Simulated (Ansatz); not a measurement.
Question: Name a neutral molecule of C, N, Zn and H with HOMO–LUMO gap (B3LYP/def2-TZVPP) between 6.05 and 6.35 eV and LUMO energy (PBE/def2-TZVPP) between -0.75 and -0.45 eV (Ansatz, PBE0-D4/def2-TZVP geometry).

Answer: `NC[CH2][ZnH]` (6.23 eV, -0.71 eV). Other molecules can fit too; these were computed, each in one conformer that needn't be the lowest.

B3LYP here is the variant with VWN-RPA as its local correlation; programs differ in this.
